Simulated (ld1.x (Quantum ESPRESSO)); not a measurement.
Transferability test, TM potential for Ag

silver (Ag), norm-conserving Troullier–Martins (Kleinman–Bylander form), made with ld1.x (Quantum ESPRESSO) 7.5 (PBE, scalar-relativistic). Core [Kr], reference 4d10 5s0 5p1. Waves: 5s (bound, empty): rc 1.95 bohr; 5p (bound): rc 3.65 bohr; 4d (bound): rc 1.20 bohr; 4f channel at 0.35 Ry: rc 3.85 bohr. Local part: all-electron potential smoothed inside 3.60 bohr (lloc = -1). Core correction: a·sin(br)/r model core inside 1.05 bohr.

Energies are relative to the spin-unpolarised reference configuration 4d10 5s0 5p1; without spin polarisation the order of configurations can differ from experiment. Not all tests gave a result: 1 of 7 tests not solved or not reliable.

| valence configuration | charge | ΔE all-electron (eV) | error AE − PS (meV) |
| --- | --- | --- | --- |
| 4d10 5s0 5p0 | +1 | 3.891 | -4.7 |
| 4d9 5s0 5p0 | +2 | 26.005 | -187 |
| 4d9 5s2 5p0 | 0 | 0.211 | -177 |
| 4d9 5s1 5p1 | 0 | 4.706 | -176 |
| 4d7 5s0 5p0 | +4 | 113.914 | -2256 |
| 4d9 5s1 5p0 | +1 | 9.286 | -166 |

Levels in the configuration 4d7 5s0 5p0:

| level | all-electron (eV) | pseudo (eV) |
| --- | --- | --- |
| 4d | -59.907 | -61.625 |
